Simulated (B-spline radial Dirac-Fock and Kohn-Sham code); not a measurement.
Fe⁺: scattering cross sections and density moments

System: Fe⁺ in the configuration [Ar] 3d6 4s1.

Calculated with a radial B-spline solver, using configuration-average Dirac-Fock orbitals.

| Item | Value |
| --- | --- |
| Sum of ⟨r⟩ | 18.16 bohr |
| Sum of ⟨r²⟩ | 25.58 bohr² |
| Sum of ⟨1/r⟩ | 116.83 per bohr |
| Langevin diamagnetic susceptibility | -20.3 × 10⁻⁶ cm³/mol |
| Lamb shielding (α²/3)Σ⟨1/r⟩ | 2074 ppm |

Coherent scattering is the Thomson cross section weighted by f₀², without anomalous dispersion; incoherent scattering is Klein-Nishina weighted by S. The Lamb formula is the non-relativistic shielding expression. Electron correlation is left out.

```csv
hν (keV),coherent (b),incoherent (b),incoherent per electron (b)
1,397.0,0.5019,0.0201
5,222.8,4.195,0.168
8.0478,141.4,6.341,0.254
17.4793,57.06,9.758,0.390
50,11.52,12.06,0.483
100,3.490,11.57,0.463
500,0.1609,7.186,0.287
1000,0.04062,5.269,0.211
```

Incoherent scattering overtakes coherent scattering between 17.4793 and 50 keV.
